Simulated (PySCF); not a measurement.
**Telling isomers of C4H8F2O2 apart by NMR**

[PySCF 2.14.0 with density-fitted response routines: shielding tensors at PBE0/pcSseg-1 (GIAO); GFN2-xTB structure; a single conformation; fast rotation and ring inversion assumed for equivalent nuclei; gas phase; non-relativistic Hamiltonian]

Scale: TMS for ¹H (31.72 ppm) and ¹³C (186.93 ppm) (reference shieldings calculated alike). Splittings of carbon signals by F and P are missing where no couplings were computed. Where no couplings were computed, multiplicities follow the n + 1 count of equivalent neighbours, and m marks all less simple cases (inequivalent or close neighbours, rings, F or P nearby). Shifts are as computed. Against solution values, carbons near 30 ppm lie about +3 ppm off and those near 130 ppm about +5 ppm. Of 1211 compounds with measured shifts, 218 miss one by over three times the rms of a fit or turn the order of signals round; such compounds aren't used in these exercises.

(1) Tabulate the signals of `CCOC(F)(F)OC`, `CO[C@@H](F)[C@@H](F)OC`, `COC(F)(CF)OC` and their relative energies.

(2) What is the quickest way to tell CO[C@@H](F)[C@@H](F)OC from COC(F)(CF)OC?

(3) What is the quickest way to tell CCOC(F)(F)OC from CO[C@@H](F)[C@@H](F)OC?

(4) What is the quickest way to tell CCOC(F)(F)OC from COC(F)(CF)OC?

## Answers

(1) 
```json
{"SMILES": "CCOC(F)(F)OC", "carbon types": "1×C 1×CH2 2×CH3", "δC": "133.0, 67.1, 55.3, 19.0", "δH": "4.23 (q, 2H), 3.79 (s, 3H), 1.44 (t, 3H)", "E rel. (kcal/mol)": "0.0"}
{"SMILES": "CO[C@@H](F)[C@@H](F)OC", "carbon types": "2×CH 2×CH3", "δC": "115.1, 59.1", "δH": "5.06 (m, 2H), 3.80 (s, 6H)", "E rel. (kcal/mol)": "18.7"}
{"SMILES": "COC(F)(CF)OC", "carbon types": "1×C 1×CH2 2×CH3", "δC": "124.8, 89.7, 53.8", "δH": "4.78 (m, 2H), 3.83 (s, 6H)", "E rel. (kcal/mol)": "16.6"}
```

Energies are electronic energies at PBE0/pcSseg-1 on these geometries, without zero-point or thermal terms, each for the one conformer computed, which needn't be the lowest.

(2) Count the carbon signals: 2 against 3. The first has an sp3 CH bonded to F and O at 115.1 ppm, the second an sp3 carbon bearing two oxygens (C) at 124.8 ppm.

(3) Count the carbon signals: 4 against 2. The first has an sp3 carbon bearing two oxygens (C) at 133.0 ppm, the second an sp3 CH bonded to F and O at 115.1 ppm. In the proton spectra the most deshielded non-exchanging signals are 4.23 (q, 2H) and 5.06 (m, 2H).

(4) Count the carbon signals: 4 against 3. The first has a methyl carbon (CH3) at 19.0 ppm, the second an sp3 CH2 bonded to F at 89.7 ppm. Their most deshielded carbons lie at 133.0 and 124.8 ppm. In the proton spectra the most deshielded non-exchanging signals are 4.23 (q, 2H) and 4.78 (m, 2H).
